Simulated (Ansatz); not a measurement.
Zn₃Se₃. The state is a singlet with charge 0. Geometry PBE-D4/def2-SVP.

Cartesian coordinates in Å:
```
Zn -0.781 -0.002 -0.378
Zn -3.278 -0.318 -0.624
Zn 1.844 0.427 -0.409
Se 0.439 0.790 -2.208
Se -0.319 -0.648 1.832
Se 2.095 -0.250 1.787
```

Another isomer (singlet) lies 2.36 eV lower at PBE0-D4/def2-TZVP; other spin states weren't run for this one.

Estimate the orbital energies around the gap (eV) in Ansatz with HF/def2-TZVP, PBE-D4/def2-TZVP, r2SCAN-D4/def2-TZVP, B97M-V/def2-TZVP, PBE0-D4/def2-TZVP.


```json
{"orbital": "HOMO−9", "HF/def2-TZVP": "-20.83", "PBE-D4/def2-TZVP": "-11.92", "r2SCAN-D4/def2-TZVP": "-12.34", "B97M-V/def2-TZVP": "-12.56", "PBE0-D4/def2-TZVP": "-14.67"}
{"orbital": "HOMO−8", "HF/def2-TZVP": "-13.07", "PBE-D4/def2-TZVP": "-9.40", "r2SCAN-D4/def2-TZVP": "-9.68", "B97M-V/def2-TZVP": "-9.56", "PBE0-D4/def2-TZVP": "-10.56"}
{"orbital": "HOMO−7", "HF/def2-TZVP": "-11.62", "PBE-D4/def2-TZVP": "-8.48", "r2SCAN-D4/def2-TZVP": "-8.76", "B97M-V/def2-TZVP": "-8.59", "PBE0-D4/def2-TZVP": "-9.50"}
{"orbital": "HOMO−6", "HF/def2-TZVP": "-10.95", "PBE-D4/def2-TZVP": "-8.02", "r2SCAN-D4/def2-TZVP": "-8.29", "B97M-V/def2-TZVP": "-8.17", "PBE0-D4/def2-TZVP": "-8.96"}
{"orbital": "HOMO−5", "HF/def2-TZVP": "-10.48", "PBE-D4/def2-TZVP": "-6.90", "r2SCAN-D4/def2-TZVP": "-7.16", "B97M-V/def2-TZVP": "-7.11", "PBE0-D4/def2-TZVP": "-7.87"}
{"orbital": "HOMO−4", "HF/def2-TZVP": "-10.02", "PBE-D4/def2-TZVP": "-6.73", "r2SCAN-D4/def2-TZVP": "-7.03", "B97M-V/def2-TZVP": "-7.01", "PBE0-D4/def2-TZVP": "-7.86"}
{"orbital": "HOMO−3", "HF/def2-TZVP": "-9.33", "PBE-D4/def2-TZVP": "-6.72", "r2SCAN-D4/def2-TZVP": "-6.95", "B97M-V/def2-TZVP": "-6.82", "PBE0-D4/def2-TZVP": "-7.54"}
{"orbital": "HOMO−2", "HF/def2-TZVP": "-8.98", "PBE-D4/def2-TZVP": "-6.30", "r2SCAN-D4/def2-TZVP": "-6.53", "B97M-V/def2-TZVP": "-6.48", "PBE0-D4/def2-TZVP": "-7.17"}
{"orbital": "HOMO−1", "HF/def2-TZVP": "-8.97", "PBE-D4/def2-TZVP": "-5.76", "r2SCAN-D4/def2-TZVP": "-6.01", "B97M-V/def2-TZVP": "-6.01", "PBE0-D4/def2-TZVP": "-6.76"}
{"orbital": "HOMO", "HF/def2-TZVP": "-7.97", "PBE-D4/def2-TZVP": "-4.84", "r2SCAN-D4/def2-TZVP": "-5.06", "B97M-V/def2-TZVP": "-5.10", "PBE0-D4/def2-TZVP": "-5.81"}
{"orbital": "LUMO", "HF/def2-TZVP": "-0.33", "PBE-D4/def2-TZVP": "-3.53", "r2SCAN-D4/def2-TZVP": "-3.47", "B97M-V/def2-TZVP": "-3.43", "PBE0-D4/def2-TZVP": "-2.89"}
{"orbital": "LUMO+1", "HF/def2-TZVP": "0.42", "PBE-D4/def2-TZVP": "-2.98", "r2SCAN-D4/def2-TZVP": "-2.85", "B97M-V/def2-TZVP": "-2.80", "PBE0-D4/def2-TZVP": "-2.19"}
{"orbital": "LUMO+2", "HF/def2-TZVP": "0.44", "PBE-D4/def2-TZVP": "-2.36", "r2SCAN-D4/def2-TZVP": "-2.23", "B97M-V/def2-TZVP": "-2.38", "PBE0-D4/def2-TZVP": "-1.77"}
{"orbital": "LUMO+3", "HF/def2-TZVP": "1.20", "PBE-D4/def2-TZVP": "-2.07", "r2SCAN-D4/def2-TZVP": "-1.88", "B97M-V/def2-TZVP": "-1.95", "PBE0-D4/def2-TZVP": "-1.27"}
{"orbital": "LUMO+4", "HF/def2-TZVP": "2.26", "PBE-D4/def2-TZVP": "-1.70", "r2SCAN-D4/def2-TZVP": "-1.50", "B97M-V/def2-TZVP": "-1.57", "PBE0-D4/def2-TZVP": "-0.94"}
{"orbital": "LUMO+5", "HF/def2-TZVP": "2.31", "PBE-D4/def2-TZVP": "-1.11", "r2SCAN-D4/def2-TZVP": "-0.85", "B97M-V/def2-TZVP": "-0.86", "PBE0-D4/def2-TZVP": "-0.26"}
```
